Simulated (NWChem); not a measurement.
# CHCl, singlet; SMILES [CH]Cl

Program: NWChem. Low-valent species are run as closed-shell singlets; no triplet was tried in these runs. Geometry: optimised at B3LYP/6-31G* (spherical d). Level PBE/def2-SVP: energy and gradient on several grids; changes count from the extra-fine grid, which is no exact limit either.

Task: Which is the coarsest grid (coarse; fine; xfine; xcoarse; medium) from which on the energy stays within 100 μHa and each gradient component within 200 μHa/bohr of xfine?

Result: coarse.
| grid | size of the energy change (μHa) | largest change of a gradient component (μHa/bohr) |
|---|---|---|
| xcoarse | 200 | 1000 |
| coarse | < 10 | < 30 |
| medium | < 10 | < 30 |
| fine | < 10 | < 30 |
| xfine | < 10 | < 30 |
